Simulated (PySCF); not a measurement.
## Assignment exercise: C$_{5}$H$_{9}$NO

Cartesian coordinates in Å; atom numbers follow the order of the lines, from 1:
```xyz
16

C     1.764   -1.267   -0.319
C     0.365   -0.908    0.061
C    -0.121    0.330    0.144
C     0.685    1.573   -0.093
C    -1.532    0.580    0.568
N    -2.436   -0.352    0.171
O    -1.862    1.545    1.225
H     2.337   -1.523    0.573
H     1.760   -2.140   -0.969
H     2.264   -0.449   -0.829
H    -0.262   -1.751    0.321
H     1.671    1.500    0.359
H     0.805    1.754   -1.161
H     0.159    2.418    0.345
H    -3.402   -0.211    0.417
H    -2.203   -1.090   -0.466
```

PySCF 2.14 calculation with σ from GIAO-PBE0/pcSseg-1 and GFN2-xTB geometry; one computed conformer, gas phase, non-relativistic, fast rotation and ring inversion assumed for equivalent nuclei.

References, each an isolated molecule treated in the same way: TMS for ¹³C (σref 186.93), ¹H (σref 31.72).

(1) Assign these signals to the numbered atoms. ¹³C{¹H} NMR (computed): δ 172.0, 142.9, 134.9, 17.5, 14.3.

(2) Assign these signals to the numbered atoms. ¹H NMR (300 MHz, computed): δ 6.26 (q, 1H), 5.12 (br, 1H), 4.44 (br, 1H), 2.04 (s, 3H), 1.91 (d, 3H).

Results:

(1) 
| δ (ppm) | atoms | environment | reason |
| --- | --- | --- | --- |
| 172.0 | C5 | amide carbonyl carbon | lone-pair donation from the attached heteroatom keeps it upfield of a ketone carbonyl |
| 142.9 | C3 | α carbon of a C=C–C=O unit | an sp2 carbon of a C=C bond |
| 134.9 | C2 | β carbon of a C=C–C=O unit | conjugation with the carbonyl draws π density from the β position |
| 17.5 | C1 | allylic methyl carbon | saturated and bonded to C and H only |
| 14.3 | C4 | allylic methyl carbon | – |

(2) 
| δ (ppm) | atoms | environment | reason |
| --- | --- | --- | --- |
| 6.26 | H11 | hydrogen on a β carbon of a C=C–C=O unit | attached to an sp2 carbon and in the plane of the double bond |
| 5.12 | H16 | hydrogen on an amide-type nitrogen | exchangeable; this is the value without hydrogen bonding to other molecules |
| 4.44 | H15 | hydrogen on an amide-type nitrogen | – |
| 2.04 | H12/H13/H14 | hydrogen on an allylic methyl carbon | allylic position |
| 1.91 | H8/H9/H10 | hydrogen on an allylic methyl carbon | – |

OH and NH positions are those of a molecule without intermolecular hydrogen bonds; in solution they move with solvent, concentration and temperature, and exchange usually removes their couplings. The two substituents on the amide-type nitrogen aren't averaged: C–N rotation is slow on the NMR time scale. Shifts are as computed. Against solution values, carbons near 30 ppm lie about +3 ppm off and those near 130 ppm about +5 ppm. Of 1211 compounds with measured shifts, 218 miss one by over three times the rms of a fit or turn the order of signals round; such compounds aren't used in these exercises. Hydrogen bonding in solution deshields acid and N–H amide carbonyl carbons by as much as 10 ppm beyond these values. Multiplicities follow the n + 1 count of equivalent neighbours, as no J values were calculated; m marks all less simple cases, F and P coupling included.
